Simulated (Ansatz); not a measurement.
`O[Si](Cl)(Br)Br` → `ClBr` + `O[Si]Br` at 600 K and 1 bar (silylene formation by 1,1-elimination).

Gas-phase electronic energies from Ansatz, PBE0-D4/def2-TZVP geometries. CBS: MP2 limit from def2 TZ/QZ plus the TZ coupled-cluster correction, frozen cores. For Br outer-core shells are correlated without core-valence functions, which leaves a few kJ/mol of doubt a bond. Scalar relativity is left out up to krypton. Each species was taken in one conformer, which may not be the lowest.

```
          species  CCSD(T)/CBS energy (Eh)  H − E (kJ/mol)  S (J/(mol·K))
`O[Si](Cl)(Br)Br`              -5971.47577           103.9          452.5
           `ClBr`              -3033.06727            22.9          264.8
        `O[Si]Br`              -2938.23569            72.2          335.6
```

H − E and S are ideal-gas, rigid-rotor, harmonic terms from PBE0-D4/def2-TZVP, for one conformer and one mirror image of each species. 1 Eh = 2625.50 kJ/mol, R = 8.31446 J/(mol·K).

Question: By hand: ΔE, ΔH, ΔS and ΔG.

Answer: ΔE = (-3033.06727) + (-2938.23569) − (-5971.47577) = 0.17281 Eh = 453.7 kJ/mol. Δ(H − E) = 22.9 + 72.2 − 103.9 = -8.8, so ΔH = 444.9 kJ/mol. ΔS = 264.8 + 335.6 − 452.5 = 147.9 J/(mol·K). ΔG = 444.9 − 600 × (147.9)/1000 = 356.2 kJ/mol.

Question: By hand: the equilibrium constant, and the temperature at which ΔG would vanish if ΔH and ΔS stayed fixed.

Answer: log₁₀ K = −ΔG/(RT ln 10) = -31.0. ΔG = 0 at ΔH/ΔS = 3008 K, far beyond where these terms or the molecules hold.

The number of gas molecules changes by +1, which sets the sign of ΔS. A doubt of 5 kJ/mol in ΔE shifts log₁₀ K by 0.4 here. Other conformers and mirror images would add mixing entropy, several J/(mol·K) or more a flexible species. These are equilibria of isolated gas molecules and say nothing of rates. Largest T1 diagnostic: 0.012 (customary marks: 0.02 for closed shells, 0.045 for open ones).
